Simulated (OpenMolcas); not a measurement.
# Ga-: the spin-orbit constant, worked from levels

| Quantity | Value |
| --- | --- |
| Program | OpenMolcas |
| Basis | ANO-RCC-VTZP [6s5p3d1f] |
| Scalar Hamiltonian | DKH2, point nucleus |
| Active space | 4 electrons in 4 orbitals (4s 4p) |
| State averaging | 2S+1 = 3 even, 3 roots; 2S+1 = 1 even, 6 roots; 2S+1 = 5 odd, 1 root; 2S+1 = 3 odd, 5 roots (0 in the spin-orbit step) |
| Spin-orbit coupling | state interaction with AMFI integrals over the reference wave functions, term energies averaged over their components |

Methods: CASSCF; SS-CASPT2, IPEA 0.25 Eh, imaginary shift 0.1 Eh (closed shells correlated: 3d).

**The spin-orbit constant.** For the Hund term ³P of p2, E(J) = (A/2) J(J+1) + constant and ζ = 2S·A = 2A. From J = 0 to J = 2 the energy changes by 3 A.

```
   Source  E(2) - E(0)      A    ζ
   CASSCF        585.8  195.3  391
SS-CASPT2        583.1  194.4  389
```

All in cm-1. Both methods take the spin-orbit matrix elements from the reference wave functions, so the second can move ζ only through the term energies and any multistate remixing. Second-order mixing with other terms is absorbed into this ζ.

Some high roots are left out of the spin-orbit mixing, which shifts the levels that they would mix with. No diffuse functions were added, so excited terms of the anion can stand markedly too high. Without dynamic correlation excited terms often stand tens of per cent too high (terms of higher spin than the ground term too low), and those without a measured partner can miss by more than the paired ones (holds for CASSCF). Levels of configurations outside the active space are missing.
